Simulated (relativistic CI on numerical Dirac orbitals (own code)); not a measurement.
Electric-dipole transitions in Al V

Calculated at this level of theory: Dirac-Coulomb-Breit CI, KLI orbitals optimised for each configuration, QED by a radiative potential, valence Slater integrals scaled by 0.85, P86 correlation energy added to each configuration (own radial code, finite nucleus).

CI space (outside the closed core 1s2): 2s²2p⁵, 2s2p⁶, 2s²2p⁴3s, 2s²2p⁴3p, 2s²2p⁴3d, 2s²2p⁴4s, 2p⁶3s, 2s²2p⁴4p, 2s2p⁵3s, 2s²2p⁴4d, 2s²2p⁴4f, 2p⁶3p, 2s²2p⁴5s, 2s²2p⁴5p, 2s²2p⁴5d, 2s2p⁵3p, 2s²2p⁴5f, 2s²2p⁴5g, 2p⁶3d, 2s²2p³3s², 2s²2p³3s3p, 2s2p⁵3d, 2s²2p³3p², 2s²2p³3s3d, 2s2p⁵4s, 2s²2p³3p3d, 2s2p⁵4p, 2s2p⁵4d, 2s2p⁴3s², 2s2p⁵4f, 2s²2p³3d², 2s2p⁵5s, 2s2p⁵5p. Levels of other configurations are missing.

```tsv
λ vac (Å)	Lower	Upper	A (s⁻¹)	log gf	S velocity/length
93.498	2s²2p⁵ ²P°3/2 [1]	2s²2p⁴4d ²D5/2 [100]	1.12e+11	-0.06	0.98
104.19	2s²2p⁵ ²P°3/2 [1]	2s²2p⁴3d ²P3/2 [53]	1.42e+11	-0.04	0.98
107.57	2s²2p⁵ ²P°3/2 [1]	2s²2p⁴3d ²D5/2 [48]	1.40e+11	0.16	1.02
236.34	2s²2p⁴3s ²D5/2 [9]	2s2p⁵3s ²P°3/2 [277]	4.33e+10	0.16	0.51
636.20	2s²2p⁴3d ⁴D7/2 [33]	2s²2p⁴4f ⁴F°9/2 [104]	7.78e+09	0.67	0.97
650.56	2s²2p⁴3d ²G9/2 [50]	2s²2p⁴4f ²H°11/2 [145]	1.00e+10	0.88	0.98
650.59	2s²2p⁴3d ²G7/2 [51]	2s²2p⁴4f ²H°9/2 [144]	9.82e+09	0.79	0.98
657.59	2s²2p⁴3d ⁴F9/2 [37]	2s²2p⁴4f ⁴G°11/2 [110]	9.98e+09	0.89	0.96
1076.7	2s²2p⁴3p ⁴P°5/2 [11]	2s²2p⁴3d ⁴D7/2 [33]	1.43e+09	0.30	1.05
1092.0	2s²2p⁴3p ⁴D°7/2 [14]	2s²2p⁴3d ⁴F9/2 [37]	2.03e+09	0.56	1.04
1092.6	2s²2p⁴3p ⁴D°5/2 [15]	2s²2p⁴3d ⁴F7/2 [38]	1.81e+09	0.41	1.04
1110.2	2s²2p⁴3p ²F°7/2 [26]	2s²2p⁴3d ²G9/2 [50]	1.91e+09	0.55	1.07
1114.8	2s²2p⁴3p ²D°5/2 [19]	2s²2p⁴3d ²F7/2 [42]	1.90e+09	0.45	1.00
1344.1	2s²2p⁴3s ⁴P5/2 [4]	2s²2p⁴3p ⁴D°7/2 [14]	8.32e+08	0.26	1.00
1429.6	2s²2p⁴3s ²D5/2 [9]	2s²2p⁴3p ²F°7/2 [26]	7.01e+08	0.24	1.09
1603.2	2s²2p⁴4f ⁴F°9/2 [104]	2s²2p⁴5g ⁴G11/2 [190]	2.37e+09	1.04	1.00
1607.5	2s²2p⁴4f ²H°11/2 [145]	2s²2p⁴5g ²I13/2 [255]	2.67e+09	1.16	1.00
1613.5	2s²2p⁴4f ⁴G°9/2 [116]	2s²2p⁴5g ⁴H11/2 [211]	2.62e+09	1.09	1.00
1619.4	2s²2p⁴4f ⁴G°11/2 [110]	2s²2p⁴5g ⁴H13/2 [199]	2.66e+09	1.17	1.00
1620.1	2s²2p⁴4f ²G°9/2 [111]	2s²2p⁴5g ²H11/2 [198]	2.62e+09	1.09	1.00
```

Terms are leading LS components. Brackets give the number of a level in order of energy, since labels repeat. The list gives strong lines, with weight on those to low levels, among the lowest 284 of 957 levels, so that lines to higher ones, which can be the strongest, are missing. Levels whose partners in the same complex of configurations lie outside the list can be far off, and so can their lines. Rates are taken at the computed energies, electric ones in the length gauge. A velocity-to-length ratio far from 1 marks an uncertain rate.

At this charge configurations can still be misplaced by up to about 7 % of their energy. 27 of the 30 excited levels that our extract of the measured tables holds in this range could be paired (the sources list more); they are missed by 2858 cm⁻¹ on average and 17830 at most, and levels without a partner can miss by more.

LS names give the leading component of a level, which can be under half, so a name can repeat, a term be missing and a line seem to break the LS rules.
